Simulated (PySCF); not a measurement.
## C₆ coefficients of unlike pairs at PBE

Calculated with PySCF 2.14 from the dipole response of each species, C₆(A,B) = (3/π) ∫ α_A(iu) α_B(iu) du, in atomic units, from isotropic polarisabilities. For ions this is the dispersion term alone; charge-induced terms of lower order in 1/R come first.

```json
{"species": "Cl", "configuration": "[Ne] 3s2 3p5 (2P)", "basis": "aug-cc-pwCVTZ (8s7p5d3f)", "relativity": "none", "α (bohr³)": "15.12", "C₆ (like pair)": "97.07"}
{"species": "Tc⁺", "configuration": "[Kr] 4d5 5s1 (7S)", "basis": "aug-cc-pVDZ-PP with ECP28MDF (5s5p4d2f)", "relativity": "core potential", "α (bohr³)": "34.83", "C₆ (like pair)": "262.1"}
{"species": "Cd", "configuration": "[Kr] 4d10 5s2 (1S)", "basis": "def2-TZVPPD with the def2 core potential (28 electrons) (6s4p3d2f1g)", "relativity": "core potential", "α (bohr³)": "45.02", "C₆ (like pair)": "377.0"}
{"species": "Cr³⁺", "configuration": "[Ar] 3d3 (4F)", "basis": "aug-cc-pVDZ (7s6p4d2f)", "relativity": "none", "α (bohr³)": "1.953", "C₆ (like pair)": "4.647"}
```

Question: Estimate C₆ for Cr³⁺ with Cl.

Answer: The integral gives 18.65. The combination rule 2 C_A C_B / (C_A α_B/α_A + C_B α_A/α_B) gives 18.59 and the geometric mean 21.24.

No spin-orbit coupling is included.

The other pairs:

```csv
pair,C₆
"Cr³⁺, Tc⁺",28.11
"Tc⁺, Cl",154.8
"Cd, Cl",180.4
"Cd, Tc⁺",312.7
"Cr³⁺, Cd",31.61
```
